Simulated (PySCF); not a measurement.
Simulated F 1s region for SeClF5 (`F[Se](F)(F)(F)(F)Cl`), binding energy against the vacuum level.

Every computed line was given a Gaussian of 1.0 eV full width at half maximum and an area set by the number of equivalent atoms; the highest printed point is 100. Computed with delta-SCF UKS SCAN, pcX-2 on the ionised atom, pcseg-1 elsewhere, spin-free X2C (PySCF 2.14.0).

binding energy (eV), intensity and a bar:
```
    692.3          0 
    692.4          1 
    692.5          1 
    692.6          3 #
    692.7          5 #
    692.8          8 ##
    692.9         14 ####
    693.0         21 ######
    693.1         31 #########
    693.2         43 #############
    693.3         57 #################
    693.4         71 #####################
    693.5         84 #########################
    693.6         94 ############################
    693.7        100 ##############################
    693.8        100 ##############################
    693.9         95 ############################
    694.0         85 ##########################
    694.1         73 ######################
    694.2         59 ##################
    694.3         45 #############
    694.4         33 ##########
    694.5         22 #######
    694.6         14 ####
    694.7          9 ###
    694.8          5 ##
    694.9          3 #
    695.0          1 
    695.1          1 
    695.2          0 
    695.3          0
```

Q: Count the maxima, the lines and the sites behind this envelope.

A: The curve has 1 maximum (at 693.8 eV). Under it lie 2 lines from 2 inequivalent fluorine sites. At this width some lines have no maximum of their own.

Q: Decompose the envelope and assign each component. Bonds: Se1–Cl2, Se1–F3, Se1–F4, Se1–F5, Se1–F6, Se1–F7.

A: 
| position (eV) | relative area | line | atoms | environment |
| --- | --- | --- | --- | --- |
| 693.73 | 4 | F 1s | F4/F5/F6/F7 | fluorine bonded to Se |
| 693.87 | 1 | F 1s | F3 | fluorine bonded to Se |

The 2 F 1s values lie within 0.14 eV of each other; Gaussian lines of 0.5 eV full width would blend them into one maximum.

Shake-up satellites, vibrational structure and lifetime widths aren't simulated. The first atom of each set that the bonding makes equivalent was ionised and stands for the set. Geometry: PBE0-D3(BJ)/def2-SVP; no solvent, vibrations or thermal averaging.

On an Arm Neoverse V2 with one thread (shared host), this took 18 s of wall time and 0.48 GiB of memory at its peak.
